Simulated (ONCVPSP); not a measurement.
## terbium, ONCV: configuration errors across variants

| Item | Value |
| --- | --- |
| Element | terbium (Tb) |
| Generator | ONCVPSP 4.0.1 |
| Type | optimised norm-conserving Vanderbilt (ONCV) |
| Functional | LDA (Perdew-Wang 92) |
| Relativity | scalar-relativistic |
| Frozen core | [Kr] 4d10 4f8 |
| Valence charge | 11 |
| Reference configuration | 5s2 5p6 5d1 6s2 |
| Partial waves | 5s+6s: rc 2.20 bohr, ncon 3, nbas 7, qcut 5.3 1/bohr, 2 projectors; 5p: rc 2.20 bohr, ncon 3, nbas 7, qcut 5.7 1/bohr, 2 projectors, debl 1.8 Ha; 5d: rc 2.20 bohr, ncon 4, nbas 8, qcut 3.9 1/bohr, 2 projectors, debl 3.4 Ha |
| Local potential | polynomial inside 1.55 bohr (lpopt 4, dvloc0 6 Ha) |
| Core correction | Teter function, fcfact 5.5, rcfact 1.05 |

All-electron excitation energies from the reference (eV): (1) 5s2 5p6 5d1 6s1 6.948; (2) 5s2 5p6 5d1 6s0 19.486; (3) 5s2 5p6 5d1 6s0 6p2 6.252.

1 further variants failed, have other tests or too few solved ones, and are left out.

Errors AE − PS in meV (a dash: test not solved or not reliable):

| change | (1) | (2) | (3) | bound ghosts | GHOST(+) flags above zero |
| --- | --- | --- | --- | --- | --- |
| base | -0.9 | +2.9 | +0.6 | none | none |
| local potential polynomial inside 1.55 bohr (lpopt 4, dvloc0 6.5 Ha) | -0.9 | +2.9 | +0.5 | none | none |
| s: ncon 4, nbas 8 | -0.8 | +3.4 | +0.9 | none | none |
| d: qcut 2.4 | -0.9 | +2.7 | +0.6 | none | none |

Question: Give the same row for: core correction none.

Answer: -0.6, +4.7, +1.8; bound ghosts: none; GHOST(+) flags above zero: none.
